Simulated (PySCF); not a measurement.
**Cl⁺ (chlorine, charge +1) across methods**

[Ne] 3s1 3p4 4s1, high-spin 5P determinant (an excited configuration). All numbers are calculated (PySCF 2.14, scalar relativity by spin-free X2C-1e, in aug-cc-pCVTZ-DK).

```json
{"method": "BLYP", "E (hartree)": "-460.1610", "mean ε 3p α (eV)": "-25.737", "mean ε 3p β (eV)": "-22.600", "mean ε 4s α (eV)": "-7.926", "Σ⟨r²⟩ (bohr²)": "32.34", "⟨S²⟩": "6.002"}
{"method": "r2SCAN", "E (hartree)": "-460.1161", "mean ε 3p α (eV)": "-27.239", "mean ε 3p β (eV)": "-23.113", "mean ε 4s α (eV)": "-8.241", "Σ⟨r²⟩ (bohr²)": "33.88", "⟨S²⟩": "6.003"}
{"method": "PBE0", "E (hartree)": "-459.9924", "mean ε 3p α (eV)": "-28.059", "mean ε 3p β (eV)": "-23.823", "mean ε 4s α (eV)": "-8.690", "Σ⟨r²⟩ (bohr²)": "32.62", "⟨S²⟩": "6.002"}
{"method": "UHF", "E (hartree)": "-459.52339", "mean ε 3p α (eV)": "-33.293", "mean ε 3p β (eV)": "-26.276", "mean ε 4s α (eV)": "-10.061", "Σ⟨r²⟩ (bohr²)": "34.18", "⟨S²⟩": "6.005"}
{"method": "LDA", "E (hartree)": "-458.6305", "mean ε 3p α (eV)": "-26.057", "mean ε 3p β (eV)": "-22.507", "mean ε 4s α (eV)": "-8.235", "Σ⟨r²⟩ (bohr²)": "32.29", "⟨S²⟩": "6.002"}
{"method": "PBE", "E (hartree)": "-459.9685", "mean ε 3p α (eV)": "-25.943", "mean ε 3p β (eV)": "-22.365", "mean ε 4s α (eV)": "-8.038", "Σ⟨r²⟩ (bohr²)": "31.88", "⟨S²⟩": "6.002"}
{"method": "B3LYP", "E (hartree)": "-460.1561", "mean ε 3p α (eV)": "-27.598", "mean ε 3p β (eV)": "-23.893", "mean ε 4s α (eV)": "-8.588", "Σ⟨r²⟩ (bohr²)": "32.87", "⟨S²⟩": "6.002"}
{"method": "PW91", "E (hartree)": "-460.1426", "mean ε 3p α (eV)": "-25.943", "mean ε 3p β (eV)": "-22.356", "mean ε 4s α (eV)": "-8.064", "Σ⟨r²⟩ (bohr²)": "31.68", "⟨S²⟩": "6.002"}
```

The outer electron is Rydberg-like, and this basis confines it to a smaller radius and binds it less than a complete one would.
